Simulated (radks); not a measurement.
Spherical quantum dot in the effective-mass picture: electrons in a parabolic well V = omega^2 r^2 / 2 with omega = 4.48, all in effective atomic units (hartree* = m*/eps^2 hartree, bohr* = eps/m* bohr), one dielectric constant everywhere. Calculated with a radial shooting solver with Libxc functionals: non-relativistic Kohn-Sham, PBEsol, spin-polarised, spherical densities. Levels are named by radial order and angular momentum (1s, 1p, 1d, 2s, ...), and open shells are averaged over m. Results are scaled to m* = 0.557 and eps = 4.4, for which hartree* = 782.9 meV and bohr* = 0.418 nm.

N = 25, configuration 1s2 1p6 1d10 2s2 1f(up 5, down 0). This is the lowest configuration that the search found. Occupied and some empty levels:

level    occupation  eigenvalue (meV)  <r> (nm)
1s up             1             25134    0.2856
1s down           1             25186    0.2830
1p up             3             27287    0.3674
1p down           3             27378    0.3653
1d up             5             29596    0.4273
1d down           5             29712    0.4261
2s up             1             29864    0.3835
2s down           1             29955    0.3842
1f up             5             32052    0.4756
1f down           0             32182    0.4751
2p up             0             32484    0.4335
2p down           0             32572    0.4344
1g up             0             34639    0.5169
1g down           0             34773    0.5171
2d up             0             35192    0.4800
2d down           0             35280    0.4808

Energy (meV): total 512394, kinetic 102510, external 205260, Hartree 224840, exchange-correlation -20226.

Electron density:

r (nm)  n(r) (e/nm^3)
0.0386          60.70
0.0815          55.91
0.124           50.00
0.167           45.35
0.210           43.32
0.253           43.59
0.296           44.49
0.339           43.94
0.382           40.54
0.425           34.23
0.468           26.10
0.511           17.85
0.554           10.95
0.597           5.951
0.640           2.877
0.683           1.240
0.726          0.4817
0.769          0.1657
0.812         0.05079
0.855         0.01388
